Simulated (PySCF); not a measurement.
```xyz
4
charge 0 multiplicity 1, angstrom
Tl    0.0000    0.0000    0.0000
H     1.8264    0.0000    0.0000
H    -0.9132    1.5817    0.0000
H    -0.9132   -1.5817    0.0000
```

Method: PySCF, PBE0, basis Tl dyall-v2z, H def2-TZVP (no relativity, density fitting).

This geometry of TlH3 is a stationary point at this level.

(1) What is the point group?

(2) Is it a minimum?

(3) Which band is strongest in the infrared?

(4) What are the dipole moment and the gap between the highest occupied and lowest empty levels?

(5) Give the atomic charges and bond orders.

## Answers

(1) D3h.

(2) Yes: all harmonic wavenumbers are real.

(3) 1736 cm⁻¹ (e'), 618 km/mol.

(4) 0.00 D and 6.01 eV.

(5) 
| atom | Mulliken | Löwdin | polar tensor | Mayer order to Tl1 |
| --- | --- | --- | --- | --- |
| Tl1 | 0.55 | 0.66 | 1.10 | – |
| H2,3,4 | -0.18 | -0.22 | -0.37 | 0.91 |

Relativity is left out on purpose here, so the numbers are not realistic for elements this heavy. No spin–orbit coupling is included, which matters more the heavier the element.
